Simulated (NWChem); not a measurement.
# C2H6F2Si; SMILES FC(F)C[SiH3]

```xyz
11

F      0.3689     1.3314    -1.0917
C     -0.4117     1.1469     0.0000
F      0.3689     1.3314     1.0917
C     -0.9920    -0.2428     0.0000
Si     0.2809    -1.6551     0.0000
H     -1.1789     1.9425     0.0000
H     -1.6392    -0.3552     0.8847
H     -1.6392    -0.3552    -0.8847
H      1.1392    -1.6039    -1.2185
H     -0.4824    -2.9403     0.0000
H      1.1392    -1.6039     1.2185
```
Atoms are numbered in this order, from 1.

All runs use the structure optimised with PBE0/def2-SVP.

### Question
Give the principal values of the shielding tensors (ppm) of F1, C2, C4, Si5 from B3LYP/6-31G* (spherical d), GIAO (NWChem), with their diamagnetic and paramagnetic parts as GIAO splits them.

### Answer
```json
[
 {"atom": "F1", "σ11": "223.2", "σ22": "352.4", "σ33": "375.4", "isotropic": "317.0", "diamagnetic": "472.3", "paramagnetic": "-155.3"},
 {"atom": "C2", "σ11": "59.4", "σ22": "84.8", "σ33": "96.7", "isotropic": "80.3", "diamagnetic": "242.7", "paramagnetic": "-162.4"},
 {"atom": "C4", "σ11": "156.6", "σ22": "165.3", "σ33": "193.9", "isotropic": "171.9", "diamagnetic": "251.1", "paramagnetic": "-79.2"},
 {"atom": "Si5", "σ11": "447.3", "σ22": "451.4", "σ33": "484.5", "isotropic": "461.1", "diamagnetic": "882.3", "paramagnetic": "-421.3"}
]
```
